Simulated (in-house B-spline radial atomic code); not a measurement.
wB97X excitations of N3+

Method: wB97X. Computed with an all-electron radial atomic-structure program (B-spline basis): linear response of the closed shell [He] 2s2 with the functional's adiabatic kernel; scalar-relativistic (spin-free one-electron X2C), finite nucleus, no spin-orbit coupling, no double excitations, S, P, D and F terms only.

Command:
```bash
python run_td.py task.json out
```
Settings (radii: box in bohr, nucleus in fm):
```
Z                        7
electrons                4
configuration            [He] 2s2
hamiltonian              x2c
method                   wb97x
box_radius               23.08
rms_radius               2.5582
intervals                74
```

Run time, properties included: 0.3 s on 1 thread of Intel(R) Xeon(R) 6975P-C (Granite Rapids), with other jobs on the host.

The lowest states, in the order of their Tamm-Dancoff energies; the method's threshold (minus the highest occupied level) is 72.83 eV. Labels give the largest channel, * marks a mixed state, and oscillator strengths are full-response dipole values. Semilocal kernels can invert the small singlet-triplet splittings of Rydberg terms. Energies in eV:

```csv
state,full response,Tamm-Dancoff,oscillator strength
2s → 2p 3P,6.221,7.511,-
2s → 2p 1P,?,?,?
2s → 3s 3S,44.91,44.94,-
2s → 3s 1S,46.43,46.45,-
2s → 3p 3P,47.83,47.88,-
2s → 3p 1P,?,?,?
2s → 3d 3D,50.13,50.16,-
2s → 3d 1D,50.62,50.64,-
2s → 4s 3S,57.56,57.57,-
2s → 4s 1S,57.97,57.97,-
```

Where does 2s → 2p 1P lie?

At 14.988 eV in full response, 15.581 eV in Tamm-Dancoff, oscillator strength 0.614.

Where does 2s → 3p 1P lie?

At 48.31 eV in full response, 48.34 eV in Tamm-Dancoff, oscillator strength 0.306.

How large is the singlet-triplet splitting of 2s → 2p (P terms) in Tamm-Dancoff?

8.07 eV, from the unrounded values.

What polarisabilities and dispersion coefficient does the method give?

Dipole 2.211 bohr³, quadrupole 1.449 bohr⁵, C6 2.255 hartree·bohr⁶ for two such species.
